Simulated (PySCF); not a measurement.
# [Dy(PH3)2]3+ at several levels of theory

Computed with PySCF 2.14.0 (density fitting, no spin-orbit coupling) at the geometry relaxed with BP86:

```xyz
9
[Dy(PH3)2]3+ (singlet in the valence; each metal's 4f electrons, 9 of them, lie in its core potential, out of spins and levels)
Dy    0.2356   -1.3657    0.0000
P    -0.0170    0.1877    2.4697
H     1.2490    0.5116    3.0646
H    -0.7009    1.4402    2.3260
H    -0.7386   -0.5261    3.4856
P    -0.0170    0.1877   -2.4697
H     1.2490    0.5116   -3.0646
H    -0.7386   -0.5261   -3.4856
H    -0.7009    1.4402   -2.3260
```

| level | basis | state | HOMO (eV) | gap (eV) | charge on Dy1 (e) | population of f-type functions on Dy1 (polarisation alone where 4f lies in the core) | dipole about the centre of mass (D) | largest force component (eV/Å) |
| --- | --- | --- | --- | --- | --- | --- | --- | --- |
| BP86 | Dy lcecp-1-SVP with ECP55, P def2-SVP, H def2-SVP | singlet | -21.47 | 3.11 | 1.79 | 0.01 | 2.84 | 0.00 |
| TPSS | the same | singlet | -21.52 | 3.37 | 1.87 | 0.01 | 2.54 | 0.31 |
| BP86 | Dy lcecp-1-TZVP with ECP55, P def2-TZVP, H def2-TZVP | singlet | -21.33 | 3.08 | 1.88 | 0.01 | 2.90 | 0.20 |

In the lcecp rows the 4f levels are missing from HOMO and gap, and the state counts the valence alone.

Charges are Mulliken's, which hang on the basis. The relaxation used the grid (50, 194), these runs (75, 302) or, all-electron (x2c bases, spin-free X2C Hamiltonian), (99, 590).

Problem. A further run in the first row's basis gives HOMO (eV) -21.21, gap (eV) 2.90, charge on Dy1 (e) 1.74, population of f-type functions on Dy1 (polarisation alone where 4f lies in the core) 0.01, dipole about the centre of mass (D) 2.84, largest force component (eV/Å) 0.17. Which level was it?
A. r2SCAN
B. TPSSh
C. BLYP

Solution. C. The others give HOMO -21.93 eV (TPSSh); -21.61 eV (r2SCAN).

In the first row's basis the gap widens with exact exchange: 2.9 to 3.7 eV for BLYP, BP86, TPSS, r2SCAN (none); 4.2 eV for TPSSh (a fixed share).

A frequency check found unstable modes (1, the lowest at -6 cm⁻¹), so the relaxed geometry is a saddle point, or these are noise. An lcecp potential fixes the number of 4f electrons, so in runs with it no electron can move into or out of that shell.
